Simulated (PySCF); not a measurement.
Compound: C5H12Si.
Atom-mapped SMILES: `[CH3:1][CH2:2][CH:3]1[CH2:4][SiH2:5][CH2:6]1`

Probes without a nucleus sit at each ring's centroid and 1 Å off its mean plane on both sides; NICS is minus the shielding there, NICSzz its component along the normal. Level: GIAO KT3/pcSseg-1 (PySCF, non-relativistic, gas phase) on the PBE0-D3(BJ)/def2-SVP geometry, one conformer.

Ring bond lengths (Å): C3–C4 1.555, C4–Si5 1.894, Si5–C6 1.894, C6–C3 1.557.

Problem. What do the NICS probes read (ppm)?

Solution. 
```
        ring                                              type  NICS(0)  NICS(1), two faces  NICS(1)zz, two faces  rms pucker (Å)  centre to ring atoms, mean (Å)
C3–C4–Si5–C6  4-membered ring with Si; formal bonds all single     -2.9         -2.2 / -1.9             4.5 / 2.7            0.15                            1.21
```

Problem. What can be read from them?

Solution. 
- C3–C4–Si5–C6: mean NICS(1)zz 3.6 ppm, deshielded. C3, C4, Si5, C6 have four or more neighbours, so the value isn't read as a sign of a π ring current.

Problem. What field does 1 T along the ring normal induce along that normal at the second NICS(1) probe listed for ring C3–C4–Si5–C6, 1 Å off the ring?

Solution. NICSzz × B0 = 2.7 ppm × 1 T = 3 μT, along the applied field.

Problem. How do the values depend on the level or the medium?

Solution. 
| level | NICS(0), C3–C4–Si5–C6 | mean NICS(1)zz, C3–C4–Si5–C6 |
| --- | --- | --- |
| KT3/pcSseg-1, gas | -2.9 | 3.6 |
| PBE0/pcSseg-1, gas | -3.3 | 3.3 |
| PBE0/pcSseg-1, IEF-PCM chloroform | -3.3 | 3.4 |
| PBE0/pcSseg-1, IEF-PCM water | -3.3 | 3.4 |

The geometry is the same throughout; the continuum's cavity takes Bondi-type radii × 1.2.

Hardware: one thread, Arm Neoverse V1 (aarch64), shared host with 32 logical CPUs at a one-minute load of 25. Cost: 32 s wall, 0.73 GiB resident at most. This is the whole shielding run at KT3/pcSseg-1, SCF included.

Shape of the structure used: `[CH3:1][CH2:2][CH:3]1[CH2:4][SiH2:5][CH2:6]1`: C1–C2–C3–C4 179°.
